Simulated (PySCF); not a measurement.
F3Re, neutral, multiplicity 5. Atoms are numbered in the order given.

```xyz
4

Re     0.0000     0.0000    -0.0792
F      0.0000     1.2780     1.3146
F      0.0000     0.0000    -1.9692
F      0.0000    -1.2780     1.3146
```
Charge 0, spin multiplicity 5.

The structure is a stationary point at B3LYP-D3(BJ)/def2-TZVP. The spin state was assumed, not searched. The def2 effective core potentials stand for the cores of Re; spin–orbit coupling is left out.

The numbers are results of PBE/def2-TZVPD (PySCF), not measurements.

Mulliken values depend strongly on the basis, most of all with diffuse functions as here. ESP charges are fitted to the potential on shells at 1.4 to 2.0 van der Waals radii. Atomic charges (e):

```
atom  Mulliken  ESP fit  Mulliken spin
----  --------  -------  -------------
Re1       1.20      [?]           3.83
F2       -0.39      [?]           0.07
F3       -0.42      [?]           0.02
F4       -0.39      [?]           0.07
```

Fill in the missing entries. (The exact figures need the calculation; the answer reports its results.)


- Re1, ESP fit: 0.89
- F2, ESP fit: -0.30
- F3, ESP fit: -0.30
- F4, ESP fit: -0.30
